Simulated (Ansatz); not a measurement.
ClGeH5OSi (`O[SiH](Cl)[GeH3]`), relaxed with RKS PBE-D4/def2-SVP in the Gaussian-basis code of Ansatz from a rough embedded geometry. The force threshold is 0.03 eV/Å; the program also tests the step.

Total charge 0; spin multiplicity 1.

Start:

```xyz
9

O     1.817   -0.999    0.000
Si    0.210   -0.847   -0.541
Cl   -0.939   -2.389    0.244
Ge   -0.658    1.204    0.227
H     1.805   -0.965    0.930
H     0.123   -0.912   -2.014
H     0.250    2.334   -0.388
H    -0.548    1.241    1.754
H    -2.061    1.332   -0.213
```

```csv
step,energy (eV),largest force (eV/Å),largest move (Å)
1,-79014.0393,2.519,0.000
2,-79014.1940,0.617,0.143
3,-79014.2096,0.657,0.097
4,-79014.2204,0.621,0.131
5 (rejected),-79014.1644,1.301,0.196
6,-79014.2293,0.406,0.060
7,-79014.2358,0.120,0.077
8 (rejected),-79014.2335,0.229,0.033
9,-79014.2364,0.026,0.016
```

End:

```xyz
9

O     1.802   -1.099   -0.031
Si    0.224   -0.863   -0.542
Cl   -1.054   -2.334    0.231
Ge   -0.656    1.228    0.214
H     1.958   -0.972    0.922
H     0.273   -1.024   -2.028
H     0.144    2.432   -0.353
H    -0.542    1.255    1.763
H    -2.148    1.377   -0.177
```

Hardware: 4 threads of an Arm Neoverse V1 on a shared host. Wall time 11 s, peak host memory 0.17 GiB.
